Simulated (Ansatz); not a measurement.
`CO[SiH2][SeH]` + `NC[SiH2]O` → `CO[SiH2]CN` + `O[SiH2][SeH]`  (substitution at a C–O bond)

Calculated with Ansatz (gas phase, PBE0-D4/def2-TZVP geometries, no zero-point term in ΔE). CBS: MP2 limit from def2 TZ/QZ plus the TZ coupled-cluster correction, frozen cores. DFT in def2-TZVPP. For Se outer-core shells are correlated without core-valence functions, which leaves a few kJ/mol of doubt a bond. Scalar relativity is left out up to krypton. Each species was taken in one conformer, which may not be the lowest.

`CO[SiH2][SeH]`:

Cartesian coordinates in Å:
```
C -1.182 1.127 0.468
O -0.701 -0.172 0.196
Si 0.896 -0.503 0.039
Se 1.173 -2.616 -0.718
H -0.942 1.434 1.492
H -0.764 1.866 -0.226
H -2.267 1.118 0.353
H 1.505 0.485 -0.891
H 1.600 -0.465 1.347
H 0.683 -2.274 -2.060
```

`NC[SiH2]O`:

Cartesian coordinates in Å:
```
N 0.239 -0.787 -1.191
C 0.149 0.576 -0.654
Si -0.402 0.403 1.138
O 0.542 -0.770 1.804
H 0.715 -0.803 -2.084
H -0.685 -1.173 -1.343
H -0.479 1.263 -1.238
H 1.156 1.005 -0.638
H -1.844 0.018 1.167
H -0.227 1.657 1.914
H 0.835 -1.390 1.125
```

`CO[SiH2]CN`:

```xyz
14

C    -0.332    1.072    1.795
O     0.882    0.940    1.088
Si    0.969    0.606   -0.515
C     0.370   -1.122   -0.941
N    -1.072   -1.227   -0.731
H    -0.095    1.319    2.831
H    -0.947    1.879    1.378
H    -0.912    0.145    1.767
H     2.398    0.755   -0.889
H     0.128    1.577   -1.283
H     0.711   -1.384   -1.957
H     0.878   -1.813   -0.260
H    -1.409   -2.158   -0.944
H    -1.570   -0.587   -1.337
```

`O[SiH2][SeH]`:

Z-matrix (Å, degrees):
```
Si
Se 1 2.282
O 1 1.641 2 113.4
H 1 1.477 2 107.8 3 116.2
H 1 1.484 2 106.6 3 -123.6
H 2 1.468 1 92.5 3 97.5
H 3 0.959 1 117.7 2 -46.2
```

```csv
level,ΔE (kcal/mol)
ωB97X-V,-0.1
CCSD/CBS(def2),-0.1
```

Q: What does CCSD(T)/CBS give? (An estimate is asked.)

A: Computed: 0.0 kcal/mol. The listed levels differ from it by -0.1, -0.1 kcal/mol.

Largest T1 diagnostic among the species: 0.010.
